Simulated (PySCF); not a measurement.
# Electron correlation in Hf⁵⁵⁺ (hafnium, charge +55)

[Ne] 3s2 3p5, 2P determinant. Calculation: PySCF 2.14, in an uncontracted even-tempered set (16 s from 14 bohr⁻², ratio 2.5; 10 p from 18 bohr⁻², ratio 2.5; 4 d from 74 bohr⁻², ratio 2.7; 4 f from 110 bohr⁻², ratio 2.7); the non-relativistic Hamiltonian (point nucleus). Frozen: 1s2; 15 electrons correlated; the 17 highest virtual orbitals of each spin left out.

MP2 pair energies summed by pair of shells (mhartree):

| pair | energy | share (%) |
| --- | --- | --- |
| 2p-2p | -183.84 | 30.9 |
| 3p-3p | -127.31 | 21.4 |
| 2p-3p | -103.57 | 17.4 |
| 3s-3p | -60.33 | 10.1 |
| 2s-2p | -52.15 | 8.8 |
| 2p-3s | -23.08 | 3.9 |
| 2s-3p | -20.04 | 3.4 |
| 2s-2s | -10.32 | 1.7 |
| 3s-3s | -7.96 | 1.3 |
| 2s-3s | -6.51 | 1.1 |

Total MP2 correlation energy: -595.11 mhartree.

At this charge a non-relativistic calculation is a model, useful for the Z dependence of the correlation energy.
